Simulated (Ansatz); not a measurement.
Isolated molecules relaxed with PBE0-D4/def2-TZVP in Ansatz; ΔE leaves out vibrations. CCSD(T)/CBS adds triple-zeta CCSD(T) − MP2 to the extrapolated MP2 energy (def2 sets, frozen cores). DFT in def2-TZVPP. B3LYP here is the variant with VWN-RPA as its local correlation; programs differ in this. For Ge outer-core shells are correlated without core-valence functions, which leaves a few kJ/mol of doubt a bond. Scalar relativity is left out up to krypton. Each species was taken in one conformer, which may not be the lowest.

Consider the redistribution: `CO[SiH](C)[GeH3]` + `[CH3][Al]([OH])[F]` → `CO[SiH](C)O` + `[CH3][Al]([F])[GeH3]`.

```csv
level,ΔE (kcal/mol)
B3LYP-D4,3.9
ωB97X-V,3.1
B2PLYP,3.3
PBE0,2.5
B3LYP,2.8
HF/def2-TZVPP,0.8
CCSD/def2-TZVPP,3.1
MP2/CBS(def2),4.3
```

Q: What does CCSD(T)/CBS give? (Best estimate.)

A: Computed: +3.4 kcal/mol. The listed levels differ from it by 0.5, -0.3, -0.1, -0.9, -0.6, -2.6, -0.3, 0.9 kcal/mol.

Largest T1 diagnostic among the species: 0.012.

The D4 term adds +1.1 kcal/mol with B3LYP and +0.6 kcal/mol with PBE0; it sums over pairs of atoms, weighted by their polarisabilities, and B3LYP, whose exchange is more repulsive, gets the larger term. In def2-TZVPP, CCSD(T) changes the Hartree–Fock value by +2.6 kcal/mol (the triples alone add +0.3 kcal/mol) and MP2 by +3.5 kcal/mol.
